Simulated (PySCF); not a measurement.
C3H7FSi2, SMILES [SiH3][C@H]([SiH2]C#C)F.

The structure is a stationary point at B3LYP-D3(BJ)/def2-SVP. The structure was generated by enumeration; whether it is a known compound was not checked. The values are those of a single conformer.

These are PBE/def2-TZVP (PySCF) values and carry that method's errors.

The molecule is in vacuum.

The total energy is -796.82064 hartree and the highest occupied level is -6.84 eV. The lowest empty level is -1.44 eV, the orbital gap is 5.40 eV and the dipole moment comes out as 1.83 D. The quadrupole, principal values (traceless, Buckingham form, about the centre of nuclear charge) comes out as -2.18, -1.19, 3.37 D·Å and the mean static polarisability is 89.4 bohr³ (13.25 Å³). The polarisability, principal values is 70.8, 90.7, 106.8 bohr³.
